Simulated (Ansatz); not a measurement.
A nudged elastic band was laid between two geometries of C$_{3}$H$_{10}$SSi$_{2}$ (16 atoms, charge 0, multiplicity 1).

Computed with RKS PBE/6-31G (Ansatz).

```
movable images  : 5
climbing image  : yes
spring          : 5.0 eV/Å²
optimiser       : quadratic models (default)
start path      : through a guess of the saddle point
force threshold : 0.05 eV/Å
iteration limit : 42
end points      : relaxed
```

Initial state:

```xyz
16
Properties=species:S:1:pos:R:3
C 0.472 -2.236 -0.225
C 0.732 -0.757 0.020
Si 1.422 0.415 -1.347
C -0.314 0.272 -0.487
Si -0.932 1.664 0.623
S -2.379 0.750 2.125
H 1.383 -2.835 -0.055
H 0.134 -2.424 -1.260
H -0.317 -2.608 0.456
H 1.128 -0.540 1.022
H 1.501 -0.081 -2.765
H 2.304 1.578 -0.985
H -1.091 -0.152 -1.139
H 0.231 2.283 1.377
H -1.641 2.744 -0.169
H -2.654 1.903 2.854
```

Final state:

```xyz
16
Properties=species:S:1:pos:R:3
C 0.401 -2.192 -0.163
C 0.733 -0.721 0.044
Si 1.381 0.405 -1.383
C -0.300 0.344 -0.405
Si -0.768 1.788 0.718
S -1.966 1.203 2.561
H 1.297 -2.824 -0.044
H -0.011 -2.378 -1.171
H -0.354 -2.525 0.574
H 1.202 -0.509 1.015
H 1.351 -0.117 -2.794
H 2.330 1.536 -1.097
H -1.135 -0.052 -1.001
H 0.471 2.384 1.346
H -1.531 2.839 -0.062
H -3.124 0.797 1.907
```

(1) Which bonds break or form, and what moves?

(2) What energy profile does the band end with?

(3) What is the geometry of the highest image?

(4) What are the harmonic wavenumbers there?

The band took 13 iterations and about 5 core-minutes.

## Answers

(1) No bond is made or broken. The dihedral H15–Si5–S6–H16 goes from -61 to 57°.

(2) The forces met the threshold. The highest image is number 3 of 0 to 6, 1.4 kJ/mol above the first end and 4.9 kJ/mol above the last; the last end lies 3.5 kJ/mol below the first. A vibrational analysis at the climbing image gives one clearly imaginary mode, 131i cm⁻¹: a first-order saddle point. Limits of this set-up: no polarisation functions.

```json
{"image": "0", "path coordinate (Å)": "0.00", "energy (kJ/mol)": "0.0", "dihedral H15–Si5–S6–H16 (°)": "-61"}
{"image": "1", "path coordinate (Å)": "0.37", "energy (kJ/mol)": "0.3", "dihedral H15–Si5–S6–H16 (°)": "-47"}
{"image": "2", "path coordinate (Å)": "0.74", "energy (kJ/mol)": "1.0", "dihedral H15–Si5–S6–H16 (°)": "-29"}
{"image": "3", "path coordinate (Å)": "1.10", "energy (kJ/mol)": "1.4", "dihedral H15–Si5–S6–H16 (°)": "-9"}
{"image": "4", "path coordinate (Å)": "1.65", "energy (kJ/mol)": "-0.6", "dihedral H15–Si5–S6–H16 (°)": "24"}
{"image": "5", "path coordinate (Å)": "2.19", "energy (kJ/mol)": "-2.9", "dihedral H15–Si5–S6–H16 (°)": "48"}
{"image": "6", "path coordinate (Å)": "2.74", "energy (kJ/mol)": "-3.5", "dihedral H15–Si5–S6–H16 (°)": "57"}
```

(3) 
```xyz
16
Properties=species:S:1:pos:R:3
C 0.497 -2.241 -0.230
C 0.781 -0.765 0.004
Si 1.368 0.419 -1.401
C -0.296 0.276 -0.406
Si -0.812 1.653 0.774
S -2.274 0.868 2.344
H 1.416 -2.845 -0.132
H 0.082 -2.420 -1.238
H -0.241 -2.616 0.504
H 1.261 -0.557 0.972
H 1.327 -0.066 -2.824
H 2.288 1.569 -1.100
H -1.126 -0.139 -0.996
H 0.419 2.159 1.497
H -1.498 2.800 0.062
H -3.216 1.881 2.213
```

(4) 131i, 45, 72, 173, 191, 216, 249, 315, 427, 475, 484, 501, 513, 604, 612, 649, 732, 775, 792, 840, 872, 912, 946, 981, 1076, 1099, 1121, 1214, 1331, 1413, 1491, 1496, 2102, 2127, 2148, 2191, 2461, 2968, 3042, 3061, 3076, 3100 cm⁻¹.

Time of the run: 5 min on 1 CPU thread of a shared host.
